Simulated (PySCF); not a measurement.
**Si3H6O4**

Si3H6O4 is a silylene (divalent Si6, bonded to 2 O), neutral, singlet. The structure, one conformer, was relaxed in the gas phase by PBE0-D3(BJ)/def2-SVP. No frequency run checks that it is a minimum.

SMILES: O[Si]O[SiH2]O[SiH2]O

```csv
atom,x (Å),y (Å),z (Å)
O1,-0.168,1.796,0.095
Si2,-0.704,0.900,1.409
O3,-0.464,-0.667,1.025
Si4,0.173,-1.933,0.162
O5,0.776,-1.416,-1.273
Si6,1.308,-0.590,-2.642
O7,0.968,0.981,-2.284
H8,-0.231,2.756,0.141
H9,-2.154,1.152,1.633
H10,0.084,1.268,2.619
H11,-0.929,-2.901,-0.076
H12,1.266,-2.533,0.971
H13,0.553,1.244,-1.437
```

Shieldings: GIAO PBE0/pcSseg-1. Shifts are against computed references at the same level: H TMS (σ 31.27 ppm), Si TMS (σ 352.0 ppm). Core levels by delta-SCF with SCAN, pcX-2 on the ionised atom and pcseg-1 elsewhere, spin-free X2C (2p3/2 is the spin-free 2p value less a third of a first-order spin-orbit splitting); from the vacuum level, for chosen atoms.

**Question.** Give the shieldings and core levels atom by atom.

**Answer.** 
| atoms | bonded to | σ (ppm) | δ (ppm) | core level (eV) |
| --- | --- | --- | --- | --- |
| O1 | 1 Si + 1 H | 290.3 | - | 1s 539.38 |
| Si2 | 2 O + 2 H | 385.4 | -33.4 | 2p3/2 108.46 |
| O3 | 2 Si | 257.2 | - | 1s 538.26 |
| Si4 | 2 O + 2 H | 406.2 | -54.2 | 2p3/2 107.97 |
| O5 | 2 Si | 137.3 | - | 1s 537.67 |
| Si6 | 2 O | 298.3 | 53.7 | - |
| O7 | 1 Si + 1 H | 121.9 | - | - |
| H8 | 1 O | 30.19 | 1.08 | - |
| H9 | 1 Si | 25.95 | 5.32 | - |
| H10 | 1 Si | 25.91 | 5.36 | - |
| H11 | 1 Si | 26.22 | 5.05 | - |
| H12 | 1 Si | 26.18 | 5.09 | - |
| H13 | 1 O | 22.12 | 9.15 | - |

Values are those of this one static structure; atoms that internal rotation interchanges would show their mean in an NMR spectrum.

**Question.** By CAM-B3LYP/def2-SVPD (TDDFT singlets, Tamm-Dancoff triplets, ionisation by delta-SCF), where does absorption start, and what does vertical ionisation take?

**Answer.** The lowest singlet lies at 5.28 eV (f 0.124), the lowest triplet at 3.13 eV; vertical ionisation takes 9.33 eV.
